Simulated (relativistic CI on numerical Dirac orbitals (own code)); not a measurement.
## Line list: Electric-dipole lines, Pr¹²⁺

Computed by Dirac-Coulomb-Breit CI, separate exchange-only KLI orbitals for each configuration, model QED, unscaled Slater integrals (own radial code, finite nucleus).

Configurations in the expansion (outside the closed core [Kr]): 4d10 5s, 4d10 4f, 4d10 5p, 4d10 5d, 4d10 5f, 4d9 5s 4f, 4d10 5g, 4d10 6s, 4d10 6p, 4d9 5s2, 4d10 6d, 4d9 5s 5p, 4d10 7s, 4d10 6f, 4d10 7p, 4d10 7d, 4d10 8s, 4d9 5s 5d, 4d10 9s. Double excitations out of closed p, d and f shells are left out; levels of such configurations are missing from the list, as are those of other unlisted configurations, and high levels can miss mixing partners.

| λ vac (nm) | Lower | Upper | A (s⁻¹) | gf | Branching (%) |
| --- | --- | --- | --- | --- | --- |
| 8.0704 | 4d10 5s 2S_1/2 [1] | 4d9 5s 4f 2P°_3/2 [87] | 3.85e+12 | 1.50e+01 | 100.0 |
| 8.0760 | 4d10 5s 2S_1/2 [1] | 4d9 5s 4f 2P°_1/2 [86] | 3.85e+12 | 7.53e+00 | 100.0 |
| 8.9058 | 4d10 5s 2S_1/2 [1] | 4d9 5s 5p 2P°_3/2 [77] | 2.02e+11 | 9.60e-01 | 87.8 |
| 9.2901 | 4d10 5s 2S_1/2 [1] | 4d9 5s 5p 2P°_1/2 [68] | 2.51e+11 | 6.50e-01 | 99.9 |
| 9.2994 | 4d10 5s 2S_1/2 [1] | 4d9 5s 5p 2P°_3/2 [67] | 1.29e+11 | 6.71e-01 | 99.9 |
| 11.376 | 4d10 4f 2F°_5/2 [2] | 4d10 5g 2G_7/2 [49] | 1.88e+11 | 2.92e+00 | 88.4 |
| 11.420 | 4d10 4f 2F°_7/2 [3] | 4d10 5g 2G_9/2 [48] | 1.95e+11 | 3.82e+00 | 91.9 |
| 19.110 | 4d10 5p 2P°_3/2 [5] | 4d10 6s 2S_1/2 [8] | 6.41e+10 | 7.02e-01 | 68.7 |
| 22.618 | 4d9 5s 4f 4H°_13/2 [20] | 4d9 5s 5d 4G_11/2 [93] | 1.72e+10 | 1.59e+00 | 26.6 |
| 25.659 | 4d10 4f 2F°_7/2 [3] | 4d10 5d 2D_5/2 [7] | 1.46e+10 | 8.67e-01 | 27.7 |
| 25.940 | 4d10 4f 2F°_5/2 [2] | 4d10 5d 2D_3/2 [6] | 1.52e+10 | 6.11e-01 | 24.2 |
| 29.856 | 4d9 5s 5p 2F°_5/2 [57] | 4d9 5s 5d 4G_7/2 [92] | 3.05e+10 | 3.26e+00 | 40.7 |
| 29.980 | 4d10 5d 2D_5/2 [7] | 4d10 6p 2P°_3/2 [12] | 2.72e+10 | 1.46e+00 | 50.0 |
| 30.092 | 4d9 5s 5p 4F°_7/2 [58] | 4d9 5s 5d 4G_9/2 [91] | 4.33e+10 | 5.88e+00 | 60.4 |
| 30.994 | 4d10 5d 2D_3/2 [6] | 4d10 6p 2P°_1/2 [11] | 3.14e+10 | 9.04e-01 | 49.5 |
| 31.186 | 4d10 5p 2P°_1/2 [4] | 4d10 5d 2D_3/2 [6] | 4.17e+10 | 2.43e+00 | 66.6 |
| 31.777 | 4d10 5d 2D_3/2 [6] | 4d10 5f 2F°_5/2 [9] | 6.10e+10 | 5.54e+00 | 93.6 |
| 32.427 | 4d10 5d 2D_5/2 [7] | 4d10 5f 2F°_7/2 [10] | 6.25e+10 | 7.88e+00 | 100.0 |
| 32.622 | 4d9 5s 5p 4D°_5/2 [73] | 4d9 5s 5d 2F_7/2 [118] | 2.93e+10 | 3.74e+00 | 46.1 |
| 32.705 | 4d9 5s 5p 2F°_7/2 [71] | 4d9 5s 5d 2G_9/2 [115] | 4.10e+10 | 6.57e+00 | 64.4 |
| 32.715 | 4d9 5s 5p 4F°_9/2 [61] | 4d9 5s 5d 4G_11/2 [93] | 4.48e+10 | 8.62e+00 | 68.9 |
| 32.844 | 4d9 5s 5p 4D°_7/2 [65] | 4d9 5s 5d 4F_9/2 [101] | 3.28e+10 | 5.31e+00 | 51.4 |
| 35.006 | 4d10 5p 2P°_3/2 [5] | 4d10 5d 2D_5/2 [7] | 3.76e+10 | 4.14e+00 | 71.0 |
| 37.077 | 4d9 5s 5p 2F°_5/2 [82] | 4d9 5s 5d 2G_7/2 [120] | 2.91e+10 | 4.81e+00 | 55.0 |
| 37.283 | 4d9 5s 5p 2F°_7/2 [78] | 4d9 5s 5d 2G_9/2 [105] | 2.47e+10 | 5.15e+00 | 46.3 |
| 39.617 | 4d9 5s2 2D_3/2 [18] | 4d9 5s 5p 2D°_3/2 [83] | 3.25e+10 | 3.06e+00 | 94.1 |
| 39.636 | 4d9 5s2 2D_5/2 [13] | 4d9 5s 5p 2D°_5/2 [80] | 3.17e+10 | 4.48e+00 | 97.3 |
| 40.175 | 4d10 6p 2P°_3/2 [12] | 4d10 7s 2S_1/2 [69] | 2.14e+10 | 1.04e+00 | 26.4 |
| 41.184 | 4d9 5s2 2D_3/2 [18] | 4d9 5s 5p 2F°_5/2 [82] | 2.86e+10 | 4.37e+00 | 95.2 |
| 41.331 | 4d9 5s2 2D_5/2 [13] | 4d9 5s 5p 2F°_7/2 [78] | 2.68e+10 | 5.49e+00 | 92.7 |
| 41.714 | 4d9 5s2 2D_5/2 [13] | 4d9 5s 5p 2P°_3/2 [77] | 2.74e+10 | 2.86e+00 | 11.9 |
| 42.260 | 4d9 5s2 2D_3/2 [18] | 4d9 5s 5p 2P°_1/2 [81] | 2.85e+10 | 1.52e+00 | 24.4 |
| 47.541 | 4d10 5s 2S_1/2 [1] | 4d10 5p 2P°_3/2 [5] | 8.70e+09 | 1.18e+00 | 100.0 |
| 55.910 | 4d10 5f 2F°_5/2 [9] | 4d10 5g 2G_7/2 [49] | 1.70e+10 | 6.37e+00 | 8.0 |
| 56.334 | 4d10 5f 2F°_7/2 [10] | 4d10 5g 2G_9/2 [48] | 1.72e+10 | 8.20e+00 | 8.1 |
| 60.479 | 4d10 6d 2D_5/2 [39] | 4d10 7p 2P°_3/2 [79] | 1.06e+10 | 2.32e+00 | 10.1 |
| 62.507 | 4d10 5f 2F°_7/2 [10] | 4d10 6d 2D_5/2 [39] | 6.14e+09 | 2.16e+00 | 24.0 |
| 63.419 | 4d10 5f 2F°_5/2 [9] | 4d10 6d 2D_3/2 [35] | 6.33e+09 | 1.53e+00 | 22.8 |
| 64.795 | 4d10 6d 2D_3/2 [35] | 4d10 6f 2F°_5/2 [74] | 1.74e+10 | 6.57e+00 | 72.2 |
| 66.329 | 4d10 6d 2D_5/2 [39] | 4d10 6f 2F°_7/2 [75] | 1.64e+10 | 8.63e+00 | 70.4 |
| 66.784 | 4d10 6p 2P°_1/2 [11] | 4d10 6d 2D_3/2 [35] | 1.13e+10 | 3.01e+00 | 40.7 |
| 74.179 | 4d10 6p 2P°_3/2 [12] | 4d10 6d 2D_5/2 [39] | 1.05e+10 | 5.20e+00 | 41.1 |
| 104.24 | 4d10 6s 2S_1/2 [8] | 4d10 6p 2P°_3/2 [12] | 2.84e+09 | 1.85e+00 | 5.2 |
| 129.17 | 4d10 6s 2S_1/2 [8] | 4d10 6p 2P°_1/2 [11] | 1.50e+09 | 7.51e-01 | 2.4 |
| 131.50 | 4d10 7p 2P°_3/2 [79] | 4d10 7d 2D_5/2 [85] | 4.04e+09 | 6.28e+00 | 24.9 |

Terms are leading LS components. Brackets give the number of a level in order of energy, since labels repeat. The list gives strong lines, with weight on those to low levels, without lines whose two gauges differ by over a factor of 2.5. Levels whose partners in the same complex of configurations lie outside the list can be far off, and so can their lines. Rates are taken at the computed energies, electric ones in the length gauge.

At this charge transitions that keep the count of f electrons are usually good to a few per cent. Levels and lines within the n = 5 or 6 shells can be off by up to 10 % or somewhat more, and those that change n by about 2 %, since core polarisation is missing. Levels that differ in their count of f electrons can be misplaced by several ten thousand cm⁻¹, since the correlation energy of f electrons is missing or only estimated; rates across such gaps can be off by orders of magnitude.

LS names give the leading component of a level, which can be under half, so a name can repeat, a term be missing and a line seem to break the LS rules.
